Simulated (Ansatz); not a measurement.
Frontier orbitals of `CSB(F)Cl`.

Cartesian coordinates in Å:
```
C -0.704 -1.081 0.089
S -0.764 0.663 0.577
B 0.778 1.270 -0.078
F 1.620 0.484 -0.729
Cl 1.201 2.956 0.141
H -1.624 -1.537 0.452
H -0.657 -1.175 -0.994
H 0.150 -1.579 0.543
```

Charge 0, multiplicity 1. The structure was optimised at the PBE0-D4/def2-TZVP level. It is one conformer, not always the lowest. Basis def2-TZVPP, Ansatz 0.2.0.

Orbital energies of one run (eV). Highest occupied ones, from the top: -9.03, -10.65, -10.84, -11.38, -12.25, -13.59, -13.98, -14.83, -15.23, -15.59, -17.50, -20.28, -24.05, -25.36. Empty: 0.65, 1.23, 1.98, 3.26, 3.50, 3.60.

Problem. Which functional gave them?
A. LDA (SPW92)
B. BLYP
C. r2SCAN
D. CAM-B3LYP

Solution. D. HOMO energies: CAM-B3LYP -9.03, r2SCAN -6.79, LDA (SPW92) -6.64, BLYP -6.35 eV.
